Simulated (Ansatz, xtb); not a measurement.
**Relative energy of two conformers of H3InS3**

Structure a: `[SH][In]([SH])[SH]`, a singlet. Structure b: `[SH][In]([SH])[SH]`, a singlet. Both are isolated molecules in the gas phase, relaxed with PBE0-D4/def2-SVP.

a (Å):

```xyz
7

In    0.0086   -0.0099   -0.0065
S    -2.1239    0.4533   -1.0003
S     0.1274   -0.9148    2.2109
S     2.0229    0.4318   -1.2302
H    -2.8042    0.0297    0.0886
H     1.4790   -0.9485    2.2023
H     1.3516    0.8903   -2.3105
```

b (Å):

```xyz
7

In    0.0900    1.0923   -1.2426
S     2.0052    1.4621   -2.6458
S     0.0172    2.0888    0.9329
S    -1.7646   -0.2511   -1.9549
H     1.5094    0.7213   -3.6617
H     1.2249    2.6770    0.7790
H    -1.2042   -0.5320   -3.1524
```

Energies in hartree; the thermal terms are from PBE0-D4/def2-SVP harmonic frequencies (ideal gas, rigid rotor, one conformer each, 298.15 K, 1 atm) and include the zero-point energy:

|  | a | b |
| --- | --- | --- |
| E, CCSD(T)/def2-SVP | −1383.823793 | −1383.823283 |
| E, MP2/def2-SVP | −1383.753974 | −1383.753359 |
| E, MP2/def2-TZVPP | −1384.516128 | −1384.515716 |
| zero-point energy | 0.027349 | 0.027322 |
| H(298 K) − E | 0.036651 | 0.036658 |
| G(298 K) − E | −0.007017 | −0.008176 |

Correct the CCSD(T) difference for the basis set by the MP2 change, then work out ΔE, ΔE₀, ΔH and ΔG for a → b in kcal/mol (1 Eh = 627.51 kcal/mol) and the equilibrium ratio [b]/[a].

1. Differences b − a: CCSD(T) +0.000510, MP2 in the small set +0.000615, MP2 in the large set +0.000412 Eh.
2. ΔE = +0.000510 + (+0.000412 − (+0.000615)) = +0.000307 Eh = +0.19 kcal/mol.
3. ΔE₀ = ΔE + ΔZPE = +0.000307 + (−0.000027) Eh = +0.18 kcal/mol.
4. ΔH = ΔE + (+0.000007) Eh = +0.20 kcal/mol.
5. ΔG = ΔE + (−0.001159) Eh = −0.53 kcal/mol, so ΔS = (ΔH − ΔG)/T = +10.3 J/(mol K).
6. kT = 0.9442 mEh, so K = [b]/[a] = exp(−ΔG/kT) = exp(+0.90) ≈ 2.5.

The two are too close for this level to say which is favoured. An error of 1 kcal/mol in ΔG would change K by a factor of 5.4. Mirror images and further conformers aren't counted.

Other levels gave ΔE = +0.4 (PBE0-D4/def2-SVP); +0.4 (HF/def2-SVP); +0.4 (MP2/def2-SVP); +0.3 (CCSD(T)/def2-SVP) kcal/mol. The correlated steps freeze 19 core orbitals; the filled d shell of In is correlated, in a basis made for valence electrons. Atoms past krypton carry core potentials in the def2 sets, without spin–orbit terms. Programs: Ansatz 0.2.0.
